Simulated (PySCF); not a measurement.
Input for PySCF: D3(BJ) and D4 dispersion corrections on CFeO (SMILES [O+]#[C-]->[Fe]), 2S+1 = 5, a spin state set in the input, which need not be the lowest.

```python
from pyscf import gto
from pyscf.dispersion import dftd3, dftd4

mol = gto.M(
    atom='''
    Fe   -1.04695999   -0.87197703   -0.97193856
    O     0.86236355    0.76561648    0.77679914
    C     0.15142772    0.15383215    0.12471979
    ''',
    basis='def2-svp',
    charge=0, spin=4, verbose=0, max_memory=1800)
d3, d4 = {}, {}
for xc in ['hf', 'pbe', 'blyp', 'revpbe', 'tpss', 'r2scan', 'b3lyp', 'pbe0', 'bhlyp', 'camb3lyp', 'b2plyp']:
    d3[xc] = float(dftd3.DFTD3Dispersion(mol, xc=xc, version='d3bj', atm=False).get_dispersion()['energy'])
    print(f'D3(BJ) {xc:10s} {d3[xc]:14.8f} Eh')
for xc in ['hf', 'pbe', 'blyp', 'revpbe', 'tpss', 'r2scan', 'b3lyp', 'pbe0', 'bhlyp', 'camb3lyp', 'b2plyp']:
    d4[xc] = float(dftd4.DFTD4Dispersion(mol, xc={'camb3lyp': 'cam-b3lyp'}.get(xc, xc), atm=True).get_dispersion()['energy'])
    print(f'D4     {xc:10s} {d4[xc]:14.8f} Eh')
```

Program output:

```
D3(BJ) hf            -0.01517961 Eh
D3(BJ) pbe           -0.00153507 Eh
D3(BJ) blyp          -0.00364608 Eh
D3(BJ) revpbe        -0.00377359 Eh
D3(BJ) tpss          -0.00201660 Eh
D3(BJ) r2scan        -0.00038688 Eh
D3(BJ) b3lyp         -0.00303563 Eh
D3(BJ) pbe0          -0.00139188 Eh
D3(BJ) bhlyp         -0.00264066 Eh
D3(BJ) camb3lyp      -0.00138397 Eh
D3(BJ) b2plyp        -0.00154323 Eh
D4     hf            -0.00646722 Eh
D4     pbe           -0.00177519 Eh
D4     blyp          -0.00398318 Eh
D4     revpbe        -0.00519198 Eh
D4     tpss          -0.00240069 Eh
D4     r2scan        -0.00036845 Eh
D4     b3lyp         -0.00295089 Eh
D4     pbe0          -0.00148115 Eh
D4     bhlyp         -0.00245229 Eh
D4     camb3lyp      -0.00151929 Eh
D4     b2plyp        -0.00121766 Eh
```

The run finished.

Cost: about 0.020 core-seconds (a rough figure).
